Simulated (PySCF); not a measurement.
Dipole response of In³⁺ (indium, charge +3)

[Kr] 4d10, closed-shell 1S. All numbers are calculated (PySCF 2.14, scalar relativity through the core potential, in aug-cc-pV5Z-PP with ECP28MDF (8s8p6d4f3g2h, 139 functions)). Coupled (time-dependent) response in atomic units; α is the mean over directions.

```json
{"method": "BP86", "mean α (bohr³)": "3.289", "C₆ (like pair)": "12.93", "S(−4)": "1.961"}
{"method": "revPBE", "mean α (bohr³)": "3.262", "C₆ (like pair)": "12.77", "S(−4)": "1.952"}
```

S(−4) is the Cauchy moment in α(ω) = α(0) + S(−4) ω² + …

α(iu) at BP86:

```json
{"u (hartree)": "0", "α(iu) (bohr³)": "3.289"}
{"u (hartree)": "0.0500", "α(iu) (bohr³)": "3.284"}
{"u (hartree)": "0.100", "α(iu) (bohr³)": "3.269"}
{"u (hartree)": "0.200", "α(iu) (bohr³)": "3.213"}
{"u (hartree)": "0.300", "α(iu) (bohr³)": "3.126"}
{"u (hartree)": "0.500", "α(iu) (bohr³)": "2.893"}
{"u (hartree)": "0.750", "α(iu) (bohr³)": "2.560"}
{"u (hartree)": "1.00", "α(iu) (bohr³)": "2.242"}
{"u (hartree)": "1.50", "α(iu) (bohr³)": "1.717"}
{"u (hartree)": "2.00", "α(iu) (bohr³)": "1.332"}
{"u (hartree)": "3.00", "α(iu) (bohr³)": "0.8421"}
{"u (hartree)": "5.00", "α(iu) (bohr³)": "0.4022"}
```

A single London oscillator, α(iu) = α/(1 + u²/ω²), gives C₆ = (3/4) ω α². Matching the computed C₆ needs ω = 4 × 12.93 / (3 × 3.289²) = 1.59 hartree.

For an ion, C₆ is the dispersion term alone; charge-induced terms of lower order in 1/R come first.

Energies and moments cover only the electrons outside the core potential.
